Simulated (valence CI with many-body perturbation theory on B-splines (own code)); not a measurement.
## Level structure of Re XXXVI

Calculated by configuration interaction combined with many-body perturbation theory (CI+MBPT): four valence electrons over a frozen Dirac-Fock core [Kr], a basis of 7 s, 7 p, 8 d, 6 f, 4 g, 1 h functions for each j, with the one-electron correlation potential Σ1, the two-electron term Σ2, the three-electron term Σ3, Breit, model QED; selected CI, second order for the rest, scaled by the run's own slope (own B-spline code, finite nucleus).

No measured spectrum was set against this ion. As an estimate, large intervals hold to a few tenths of a per cent, small ones and those within an open d or f shell to about a per cent. The list stops below the first excitations out of the core.

Levels 1 to 34 of 34, with energies above the lowest level, (4d3/2^4) J=0. "Leading %" is the weight of the configuration and term that name the level; weights of strongly mixed levels are sums over their largest components and can fall short. In the jj column 3d3/2^4 stands for four electrons in 3d with j = 3/2. Lifetimes count E1, E2, E3, M1 and M2 decay at the calculated energies, and are blank where another channel may lead or the interval is too uncertain; long ones can be off by a factor of two.

```tsv
No.	Configuration	Term	J	E (eV)	Leading %	Lifetime	Second component	Leading jj
1	4d⁴	³P	0	0.000	58		29 % 4d⁴ ⁵D	4d3/2^4 (98 %)
2	4d⁴	⁵D	1	15.757	61	18.6 μs	38 % 4d⁴ ³P	4d3/2^3 4d5/2 (98 %)
3	4d⁴	³F	4	20.798	29		23 % 4d⁴ ³H	4d3/2^3 4d5/2 (98 %)
4	4d⁴	⁵D	2	21.091	44	626 μs	16 % 4d⁴ ³D	4d3/2^3 4d5/2 (89 %)
5	4d⁴	³F	3	22.534	29	20.1 ms	24 % 4d⁴ ⁵D	4d3/2^3 4d5/2 (92 %)
6	4d⁴	⁵D	0	35.132	65	6.42 μs	21 % 4d⁴ ¹S	4d3/2^2 4d5/2^2 (97 %)
7	4d⁴	⁵D	2	35.746	45	9.80 μs	20 % 4d⁴ ³F	4d3/2^2 4d5/2^2 (91 %)
8	4d⁴	³H	4	36.406	40	18.1 μs	38 % 4d⁴ ⁵D	4d3/2^2 4d5/2^2 (97 %)
9	4d⁴	⁵D	3	36.925	48		36 % 4d⁴ ³G	4d3/2^2 4d5/2^2 (90 %)
10	4d⁴	³H	5	38.857	67	33.8 μs	32 % 4d⁴ ³G	4d3/2^2 4d5/2^2 (100 %)
11	4d⁴	³P	1	40.136	44	15.6 μs	38 % 4d⁴ ³D	4d3/2^2 4d5/2^2 (94 %)
12	4d⁴	¹I	6	40.272	51	61.4 ms	49 % 4d⁴ ³H	4d3/2^2 4d5/2^2 (99 %)
13	4d⁴	³F	3	41.823	44		26 % 4d⁴ ³D	4d3/2^2 4d5/2^2 (96 %)
14	4d⁴	³G	4	42.012	56	78.2 μs	38 % 4d⁴ ¹G	4d3/2^2 4d5/2^2 (98 %)
15	4d⁴	³D	2	42.464	32	55.1 μs	32 % 4d⁴ ³F	4d3/2^2 4d5/2^2 (96 %)
16	4d⁴	³F	2	47.298	48	11.0 μs	30 % 4d⁴ ³P	4d3/2^2 4d5/2^2 (95 %)
17	4d⁴	³F	4	48.873	65	35.9 μs	23 % 4d⁴ ¹G	4d3/2^2 4d5/2^2 (91 %)
18	4d⁴	³P	2	53.312	36	127 μs	36 % 4d⁴ ¹D	4d3/2^2 4d5/2^2 (90 %)
19	4d⁴	⁵D	4	56.237	31	7.53 μs	24 % 4d⁴ ¹G	4d3/2 4d5/2^3 (90 %)
20	4d⁴	³F	3	56.490	44	6.56 μs	26 % 4d⁴ ⁵D	4d3/2 4d5/2^3 (96 %)
21	4d⁴	³P	0	58.225	62		37 % 4d⁴ ¹S	4d3/2^2 4d5/2^2 (65 %)
22	4d⁴	³D	1	58.395	54	5.08 μs	27 % 4d⁴ ³P	4d3/2 4d5/2^3 (96 %)
23	4d⁴	³G	5	58.895	67	13.6 μs	32 % 4d⁴ ³H	4d3/2 4d5/2^3 (100 %)
24	4d⁴	³H	6	59.425	51	15.6 μs	49 % 4d⁴ ¹I	4d3/2 4d5/2^3 (99 %)
25	4d⁴	³F	2	61.951	48	7.74 μs	39 % 4d⁴ ³P	4d3/2 4d5/2^3 (92 %)
26	4d⁴	³D	3	62.747	36	10.7 μs	34 % 4d⁴ ¹F	4d3/2 4d5/2^3 (97 %)
27	4d⁴	¹S	0	66.220	78	15.5 μs	17 % 4d⁴ ³P	4d3/2 4d5/2^3 (60 %)
28	4d⁴	³P	1	68.064	90	8.60 μs	7 % 4d⁴ ³D	4d3/2 4d5/2^3 (98 %)
29	4d⁴	³F	3	68.106	65	13.0 μs	31 % 4d⁴ ¹F	4d3/2 4d5/2^3 (99 %)
30	4d⁴	¹G	4	68.804	68	9.87 μs	22 % 4d⁴ ³F	4d3/2 4d5/2^3 (96 %)
31	4d⁴	¹D	2	70.044	64	11.6 μs	26 % 4d⁴ ³P	4d3/2 4d5/2^3 (83 %)
32	4d⁴	³F	4	79.207	47	4.80 μs	22 % 4d⁴ ¹G	4d5/2^4 (96 %)
33	4d⁴	¹D	2	83.261	38	4.65 μs	24 % 4d⁴ ³D	4d5/2^4 (89 %)
34	4d⁴	¹S	0	93.130	50	3.48 μs	47 % 4d⁴ ³P	4d5/2^4 (88 %)
```

The ionisation energy to 4d³ ⁴F3/2 of the next ion comes out as 1530.8 eV (NIST: 1530 ± 5 eV (theoretical)). All 34 levels together are meant to be complete up to 128.342 eV.
